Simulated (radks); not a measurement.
Initial-state core-level shifts of the mercury ion Hg2+ when its valence configuration changes from [Xe] 4f14 5d10. Calculated with a radial shooting solver on a logarithmic mesh with Libxc functionals: scalar-relativistic Kohn-Sham, PBEsol, spin-unpolarised, spherical densities, finite nucleus; Fermi nuclear charge, rms radius 5.4648 fm. Shifts are changes of the shell-averaged eigenvalues in eV (positive: less bound); the change of the density at the nucleus, which sets a Mossbauer isomer shift, is in e/bohr^3, on a base of 2.497e+06.

\begin{tabular}{lrrrrr}
valence & 2s & 3d & 4s & 5s & density at nucleus \\ \hline
4f14 5d9 6s1 & -4.168 & -4.120 & -4.054 & -3.813 & +243.1 \\
4f13 5d10 6p1 & -20.357 & -22.197 & -19.758 & -10.051 & +173.8 \\
4f14 5d9.5 6s0.5 & -2.057 & -2.034 & -2.003 & -1.890 & +117.6 \\
4f13.5 5d9.5 6s1 & -11.331 & -12.208 & -10.991 & -6.065 & +325.1 \\
4f13 5d9.5 6s1.5 & -20.870 & -22.667 & -20.172 & -10.315 & +545.6 \\
4f13 5d10 6s1 & -18.620 & -20.448 & -17.999 & -8.298 & +408.6 \\
4f13 5d9.5 6s0.5 6p1 & -22.599 & -24.408 & -21.923 & -12.054 & +306.6 \\
4f14 5d8 6s2 & -8.546 & -8.435 & -8.286 & -7.744 & +518.0 \\
4f14 5d8 6p2 & -11.911 & -11.821 & -11.686 & -11.107 & +31.5 \\
\end{tabular}
